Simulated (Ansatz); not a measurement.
`[GeH3][Te][GeH3]` + `NC=O` → `O=C[NH][GeH3]` + `[GeH3][TeH]`  (ligand exchange at a Ge–Te bond)

Isolated molecules relaxed with PBE0-D4/def2-TZVP in Ansatz; ΔE leaves out vibrations. CCSD(T)/CBS adds triple-zeta CCSD(T) − MP2 to the extrapolated MP2 energy (def2 sets, frozen cores). This one scheme is used for every species. Functionals use def2-TZVPP. B3LYP here is the variant with VWN-RPA as its local correlation; programs differ in this. HSE06 is defined as in plane-wave codes. def2 core potentials past Kr. For Ge, Te outer-core shells are correlated without core-valence functions, which leaves a few kJ/mol of doubt a bond. Scalar relativity is left out up to krypton. Each species was taken in one conformer, which may not be the lowest.

`[GeH3][Te][GeH3]`:

```xyz
9

Ge    1.425    1.156   -0.074
Te    1.051   -1.198    0.846
Ge   -1.393   -1.192    0.100
H     1.149    1.181   -1.585
H     2.891    1.513    0.204
H     0.493    2.153    0.633
H    -1.984   -2.549    0.507
H    -1.478   -1.012   -1.424
H    -2.154   -0.052    0.793
```

`NC=O`:

Z-matrix (Å, degrees):
```
N
C 1 1.351
H 1 1.003 2 121.3
H 1 1.006 2 119.3 3 -180.0
O 2 1.206 1 125.0 3 180.0
H 2 1.107 1 112.3 3 -0.0
```

`O=C[NH][GeH3]`:

Z-matrix (Å, degrees):
```
Ge
N 1 1.868
H 1 1.530 2 109.2
H 1 1.537 2 103.4 3 -118.5
H 1 1.530 2 109.2 3 123.1
C 2 1.349 1 118.3 3 -61.6
H 2 1.007 1 123.7 3 118.4
O 6 1.212 2 123.1 1 0.0
H 6 1.106 2 114.6 1 -180.0
```

`[GeH3][TeH]`:

Cartesian coordinates in Å:
```
Ge 0.535 -0.278 0.283
Te -1.831 -0.177 -0.682
H 0.666 0.655 1.495
H 0.733 -1.737 0.715
H 1.570 0.103 -0.784
H -1.672 1.436 -1.028
```

(1) Is it downhill or uphill in electronic energy at CCSD(T)/CBS, and by how much? (Best estimate.)

(2) What do these levels give: r2SCAN-D4, B97M-V, B3LYP-D4, BHLYP-D4, r2SCAN, r2SCANh, HSE06, BHLYP, HF/def2-SVP, MP2/def2-TZVPP, SCS-MP2/def2-TZVPP, HF/def2-QZVPP? (An estimate is asked.)

Largest T1 diagnostic among the species: 0.016.

## Answers

(1) Ansatz gave: Uphill: ΔE = +54.7 kJ/mol.

(2) Ansatz gave: r2SCAN-D4 58.0, B97M-V 45.8, B3LYP-D4 57.2, BHLYP-D4 59.0, r2SCAN 57.7, r2SCANh 58.7, HSE06 62.6, BHLYP 53.1, HF/def2-SVP 47.2, MP2/def2-TZVPP 55.0, SCS-MP2/def2-TZVPP 49.1, HF/def2-QZVPP 48.5 kJ/mol.

At CCSD(T), def2-SVP lies −9.7 kJ/mol from the extrapolated value and def2-TZVPP −7.6 kJ/mol. Leaving LDA and LC-ωPBE aside and taking each functional with its dispersion term where it has one, the values, not all of them listed here, spread over 18.5 kJ/mol, from B97M-V to HSE06-D4. LDA lies −4.5 kJ/mol from PBE without D4.
